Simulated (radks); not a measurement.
The copper ion Cu4+, 25 electrons, occupied as [Ar] 3d6.5 4f0.5 (fractional occupations, a model configuration).

Calculated with a radial shooting solver on a logarithmic mesh with Libxc functionals: Dirac Kohn-Sham, PBE, spin-unpolarised, spherical densities, finite nucleus; open shells fill j = l - 1/2 first; Fermi nuclear charge, rms radius 3.8823 fm.

Energy parts (eV):
part                       energy
total                  -44875.269
kinetic                 45661.694
electron-nucleus      -106236.710
Hartree                 17470.462
exchange-correlation    -1770.715

Orbitals (lengths in bohr, moments of r in powers of bohr; r(max) is where P^2 peaks; r(90%) holds 90 % of the orbital's charge):
| orbital | occ. | eigenvalue (eV) | r(90%) | <r^4> | <r^2> | r(max) |
|---|---|---|---|---|---|---|
| 1s1/2 | 2 | -8928.992 | 0.0931 | 0.00003439 | 0.003656 | 0.03411 |
| 2s1/2 | 2 | -1144.040 | 0.364 | 0.007397 | 0.06520 | 0.1967 |
| 2p1/2 | 2 | -1012.164 | 0.335 | 0.005326 | 0.05123 | 0.1564 |
| 2p3/2 | 4 | -991.6845 | 0.339 | 0.005620 | 0.05277 | 0.1591 |
| 3s1/2 | 2 | -191.9508 | 1.04 | 0.4927 | 0.5564 | 0.6085 |
| 3p1/2 | 2 | -150.5289 | 1.09 | 0.6052 | 0.5974 | 0.6067 |
| 3p3/2 | 4 | -147.7591 | 1.11 | 0.6354 | 0.6123 | 0.6142 |
| 3d3/2 | 4 | -78.8833 | 1.29 | 1.227 | 0.7586 | 0.5701 |
| 3d5/2 | 2.5 | -78.5086 | 1.30 | 1.247 | 0.7649 | 0.5724 |
| 4s1/2 | 0 | -51.7692 | 2.70 | 22.56 | 3.912 | 1.684 |
| 4p1/2 | 0 | -41.8851 | 3.04 | 35.84 | 4.891 | 1.862 |
| 4p3/2 | 0 | -41.5160 | 3.06 | 37.06 | 4.977 | 1.880 |
| 4f5/2 | 0.5 | -17.6430 | 5.33 | 334.0 | 14.92 | 3.288 |
| 4f7/2 | 0 | -17.6422 | 5.33 | 334.0 | 14.92 | 3.288 |

The highest occupied level is 4f5/2 at -17.643 eV. The configuration is held as typed, so some empty levels lie below it. Summed over all electrons, <r^2> = 17.62 bohr^2, which gives a Langevin (diamagnetic) susceptibility term of -14 x 10^-6 cm^3/mol. The density falls to 0.001 e/bohr^3 at r = 3.58 bohr.
